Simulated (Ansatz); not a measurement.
`C[Si](C)(O)O` → CH₃OH + `C[Si]O` at 400 K and 1 bar (silylene formation by 1,1-elimination).

Isolated molecules relaxed with PBE0-D4/def2-TZVP in Ansatz; ΔE leaves out vibrations. CCSD(T)/CBS adds triple-zeta CCSD(T) − MP2 to the extrapolated MP2 energy (def2 sets, frozen cores). This one scheme is used for every species. One conformer a species, not always the lowest.

```
       species  CCSD(T)/CBS energy (Eh)  H − E (kJ/mol)  S (J/(mol·K))
`C[Si](C)(O)O`               -520.48835           307.5          408.1
         CH₃OH               -115.61712           151.2          252.6
      `C[Si]O`               -404.71755           153.0          313.4
```

H − E and S are ideal-gas, rigid-rotor, harmonic terms from PBE0-D4/def2-TZVP, for one conformer and one mirror image of each species. 1 Eh = 2625.50 kJ/mol, R = 8.31446 J/(mol·K).

Question: By hand: ΔE, ΔH, ΔS and ΔG.

Answer: ΔE = (-115.61712) + (-404.71755) − (-520.48835) = 0.15368 Eh = 403.5 kJ/mol. Δ(H − E) = 151.2 + 153.0 − 307.5 = -3.3, so ΔH = 400.2 kJ/mol. ΔS = 252.6 + 313.4 − 408.1 = 157.9 J/(mol·K). ΔG = 400.2 − 400 × (157.9)/1000 = 337.0 kJ/mol.

Question: By hand: the equilibrium constant, and the temperature at which ΔG would vanish if ΔH and ΔS stayed fixed.

Answer: log₁₀ K = −ΔG/(RT ln 10) = -44.0. ΔG = 0 at ΔH/ΔS = 2535 K, far beyond where these terms or the molecules hold.

The number of gas molecules changes by +1, which sets the sign of ΔS. A doubt of 5 kJ/mol in ΔE shifts log₁₀ K by 0.7 here. Other conformers and mirror images would add mixing entropy, several J/(mol·K) or more a flexible species. These are equilibria of isolated gas molecules and say nothing of rates. Largest T1 diagnostic: 0.014 (customary marks: 0.02 for closed shells, 0.045 for open ones).
